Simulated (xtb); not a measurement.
C3H10ClNSi, SMILES C[C@H](NC)[SiH2]Cl. All values are semi-empirical tight-binding results from xtb (GFN2-xTB unless named), good for trends rather than for accurate numbers. The structure is a stationary point at GFN2-xTB. The structure was generated by enumeration; whether it is a known compound was not checked. One conformer was computed; it need not be the lowest.

Estimate the properties. (The exact figures need the calculation; the answer reports its results.)


| Property | Value |
|---|---|
| orbital gap | 4.33 eV |
| dipole moment | 2.42 D |
| zero-point energy | 79.3 kcal/mol |
| G − E(el) at 298.15 K (modified RRHO) | 57.9 kcal/mol |
| static polarisability (D4 model) | 89.0 bohr³ |
| solvation energy, GFN2-xTB/ALPB(water) | -1.7 kcal/mol |
| solvation energy, GFN2-xTB/ALPB(dmso) | -5.7 kcal/mol |
